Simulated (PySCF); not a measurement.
Coordinates in bohr (charge 0 multiplicity 3):
```
Mo    0.0000    0.0000   -1.7846
N     0.0000    0.0000   -4.8337
Br    0.0000    0.0000    3.0716
```

Method: UPBE0 in PySCF with Mo def2-SVP with ECP28, N def2-SVP, Br def2-SVP; scalar-relativistic core potentials, no spin–orbit coupling; density-fitted integrals.

This geometry of BrMoN is a stationary point at this level.

(1) What is the point group?

(2) Is it a minimum?

(3) List the harmonic modes with their infrared intensities.

(4) What are the dipole moment and the gap between the highest occupied and lowest empty levels of either spin?

(5) Give the atomic charges and bond orders.

Answers

(1) C∞v.

(2) No: it has 2 imaginary modes (one degenerate set), at 113i cm⁻¹ (π).

(3) 
| symmetry | ω (cm⁻¹) | IR (km/mol, summed over degenerate members) | type |
| --- | --- | --- | --- |
| π | 113i | – | bend |
| σ+ | 237 | 23.0 | stretch |
| σ+ | 1150 | 125 | stretch |

(4) 1.19 D and 4.13 eV.

(5) 
```tsv
atom	Mulliken	Löwdin	polar tensor	spin (Mulliken)	Mayer order to Mo1
Mo1	0.58	0.02	1.41	2.60	–
N2	-0.22	0.03	-0.76	-0.52	2.95
Br3	-0.35	-0.05	-0.65	-0.08	1.06
```

Only a few start shapes were tried, so a lower isomer may exist. With open d or f shells other occupations or spin states may lie lower. At this level a triplet minimum of Cs symmetry lies 30 kJ/mol below this structure.
